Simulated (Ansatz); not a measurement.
Ideal-gas functions of CH₄O₂Se (`OC(O)[SeH]`) at 500 K and 1 bar, from an Ansatz frequency run at PBE0-D4/def2-TZVP.

Molar mass 127.0 g/mol, point group Cs (symmetry number 1), electronic degeneracy 1, moments of inertia 52.077, 184.196, 222.508 u Å². Harmonic wavenumbers (cm⁻¹, unscaled): 132, 249, 288, 348, 371, 522, 577, 803, 1063, 1108, 1259, 1310, 1346, 1420, 2446, 2978, 3871, 3872.

Use S(trans) = R[1.5 ln M + 2.5 ln T − 1.1517]; rotational temperatures θ = 24.2544 K / I; S(rot) = R[ln(√π/σ · √(T³/θAθBθC)) + 1.5]; for each mode x = 1.438777 ν̃/T, S = R[x/(eˣ − 1) − ln(1 − e⁻ˣ)] and H = RT x/(eˣ − 1); 1 cm⁻¹ = 0.0119627 kJ/mol; R = 8.31446 J/(mol·K).

By hand: the entropy, in J/(mol·K).

Translation 180.0. Rotation: θ = 0.4657, 0.1317, 0.109 K, giving 115.6. Vibration, mode by mode: 16.41, 11.26, 10.11, 8.64, 8.15, 5.67, 4.99, 2.98, 1.65, 1.49, 1.05, 0.93, 0.86, 0.72, 0.06, 0.02, 0.00, 0.00, in all 75.0. Electronic 0.0. Sum 370.6 J/(mol·K).

By hand: H − E and G − E in kJ/mol, counted from the electronic energy.

Zero-point energy ½ × 23963 × 0.0119627 = 143.3; thermal vibration 20.8; translation, rotation and pV give 4 RT = 16.6. H − E = 180.7 kJ/mol, and G − E = 180.7 − 500 × 370.6/1000 = -4.6 kJ/mol.

Vibration gives 20 % of the entropy, 16.4 J/(mol·K) of it from the mode under 150 cm⁻¹: soft modes count most, and the harmonic formula is weakest for them. The sum counts one conformer and one mirror image; others add a mixing term.
